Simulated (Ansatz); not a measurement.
`[OH][Ga]([OH])[OH]` + silanol → `[OH][Ga]([OH])[O][SiH3]` + H₂O  (ligand exchange at a Ga–O bond)

Isolated molecules relaxed with PBE0-D4/def2-TZVP in Ansatz; ΔE leaves out vibrations. CCSD(T)/CBS is the MP2 limit (def2-TZVPP, def2-QZVPP) plus CCSD(T) − MP2 in def2-TZVPP, frozen cores. This one scheme is used for every species. DFT in def2-TZVPP. B3LYP here is the variant with VWN-RPA as its local correlation; programs differ in this. For Ga outer-core shells are correlated without core-valence functions, which leaves a few kJ/mol of doubt a bond. Scalar relativity is left out up to krypton. Each species was taken in one conformer, which may not be the lowest.

```
        level  ΔE (eV)
       PBE-D4    -0.11
      PBE0-D4    -0.15
      ωB97M-V    -0.13
       B2PLYP    -0.13
          PBE    -0.06
        B3LYP    -0.10
 HF/CBS(def2)    -0.20
MP2/CBS(def2)    -0.17
```

Task: What does CCSD(T)/CBS give? (Estimate.)

Result: Computed: -0.18 eV. The listed levels differ from it by 0.07, 0.03, 0.05, 0.05, 0.12, 0.08, -0.02, 0.01 eV.

Largest T1 diagnostic among the species: 0.014.

From PBE to PBE0 (25 % exact exchange), in def2-TZVPP and without D4, ΔE moves by −0.04 eV. The D4 term adds −0.06 eV with B3LYP and −0.04 eV with PBE0; it sums over pairs of atoms, weighted by their polarisabilities, and B3LYP, whose exchange is more repulsive, gets the larger term.
